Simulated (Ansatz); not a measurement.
Reaction (atomization): `[NH2][Ga]([NH2])[Cl]` → Cl• + Ga• + 4 H• + 2 N•

Isolated molecules relaxed with PBE0-D4/def2-TZVP in Ansatz; ΔE leaves out vibrations. CCSD(T)/CBS is the MP2 limit (def2-TZVPP, def2-QZVPP) plus CCSD(T) − MP2 in def2-TZVPP, frozen cores. This one scheme is used for every species, atoms too. DFT in def2-TZVPP. B3LYP here is the variant with VWN-RPA as its local correlation; programs differ in this. HSE06 is defined as in plane-wave codes. Open shells (•) are unrestricted, without spin–orbit coupling. Spin–orbit coupling would lower the free atoms: a little for Cl; clearly for Ga. For Ga outer-core shells are correlated without core-valence functions, so the limit isn't a true one: a few kJ/mol of doubt a bond, and 10 to 20 or more in all where bonds break to atoms. Scalar relativity is left out up to krypton. One conformer a species, not always the lowest.

`[NH2][Ga]([NH2])[Cl]`:

```xyz
8

N    -0.765    0.686   -1.291
Ga   -0.022    0.332    0.319
N     0.799   -1.209    0.788
Cl   -0.125    1.876    1.804
H    -1.008    1.632   -1.531
H    -0.550    0.138   -2.106
H     0.677   -2.057    0.261
H     0.992   -1.397    1.757
```

(1) What is ΔE at CCSD(T)/CBS? (Best estimate.)

(2) What do these levels give: PBE-D4, BLYP-D4, HSE06-D4, BHLYP-D4, CAM-B3LYP-D4, B2PLYP, PBE, B3LYP, CCSD(T)/def2-TZVPP, MP2/def2-QZVPP, HF/CBS(def2), MP2/CBS(def2)? (Estimate.)

Largest T1 diagnostic among the species: 0.013.

Results:

(1) Ansatz gave: +2568.3 kJ/mol.

(2) Computed: PBE-D4 2595.0, BLYP-D4 2541.7, HSE06-D4 2540.9, BHLYP-D4 2455.9, CAM-B3LYP-D4 2560.8, B2PLYP 2520.8, PBE 2578.7, B3LYP 2513.9, CCSD(T)/def2-TZVPP 2481.8, MP2/def2-QZVPP 2585.0, HF/CBS(def2) 1703.5, MP2/CBS(def2) 2619.9 kJ/mol.

From BLYP to BHLYP (50 % exact exchange), in def2-TZVPP and without D4, ΔE moves by −73.4 kJ/mol: exact exchange takes away binding that semilocal exchange gives to molecules. In def2-TZVPP, CCSD(T) changes the Hartree–Fock value by +784.9 kJ/mol (the triples alone add +46.0 kJ/mol) and MP2 by +836.5 kJ/mol; breaking electron pairs costs correlation energy, which Hartree–Fock lacks.

For atomizations the MP2-based limit and the directly extrapolated one differ by several kJ/mol either way, and by 10 to 25 for some Ge, Se and Sn compounds, so smaller differences from it don't rank the levels.
